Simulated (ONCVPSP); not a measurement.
**What one change does to a pseudopotential (palladium, ONCV)**

Pd, optimised norm-conserving Vanderbilt (ONCV), made with ONCVPSP 4.0.1 (PBEsol, scalar-relativistic). Core [Ar] 3d10, reference 4s2 4p6 4d10. Waves: 4s: rc 1.05 bohr, ncon 4, nbas 7, qcut 4.9 1/bohr, 3 projectors, debl 3.8 Ha; 4p: rc 1.15 bohr, ncon 3, nbas 7, qcut 7.3 1/bohr, 1 projector; 4d: rc 2.05 bohr, ncon 5, nbas 10, qcut 8.5 1/bohr, 3 projectors, debl 3.8 Ha. Local part: polynomial inside 0.70 bohr (lpopt 5, dvloc0 6 Ha). Core correction: none.

Change: s: qcut 5.4; p: qcut 8; d: qcut 9.3.

Cutoffs: the cutoffs (Ha) at which the residual kinetic energy of the hardest occupied pseudo-wave falls to 1 and 0.1 mHa per electron; they do not see the model core or the augmentation charge, which bear on the density cutoff. Errors are all-electron minus pseudo energies relative to the spin-unpolarised reference configuration.

**Question.** Predict the effect on cutoff, ghosts and configuration errors.

**Answer.** The potential gets neither clearly harder nor softer (113 Ha and 153 Ha → 110 Ha and 145 Ha); the s channel sets the loose cutoff, while the largest relative change is in p, which becomes softer; of the 3 tests that both files solve, the error grows in 0 and shrinks in 1 by more than 15 % and 0.3 meV (median size 0.4 → 0.2 meV); neither file shows a bound ghost.

| quantity | base | changed |
| --- | --- | --- |
| cutoff, loose | 113 Ha | 110 Ha |
| cutoff, tight | 153 Ha | 145 Ha |
| loose cutoff by channel | s 113 Ha, p 41 Ha, d 24 Ha | s 110 Ha, p 30 Ha, d 26 Ha |
| bound ghosts | none | none |
| GHOST(+) flags under 300 eV | none | none |
| tests with a reliable result | 3 of 4 | 3 of 4 |
| error for 4s2 4p6 4d9, meV [ΔE 9.12 eV] | +0.4 | +0.2 |
| error for 4s2 4p6 4d8, meV [ΔE 29.94 eV] | +5.3 | +3.4 |
| error for 4s2 4p6 4d9.5, meV [ΔE 3.24 eV] | +0.2 | +0.1 |
| s: phases at 1.06 bohr within 0.05 rad from the reference energy up to (Ha; the scan ends near 5) | to the end of the scan | to the end of the scan |
| p: phases at 1.16 bohr within 0.05 rad from the reference energy up to (Ha; the scan ends near 5) | 1.7 | 1.8 |
| d: phases at 2.08 bohr within 0.05 rad from the reference energy up to (Ha; the scan ends near 5) | to the end of the scan | to the end of the scan |
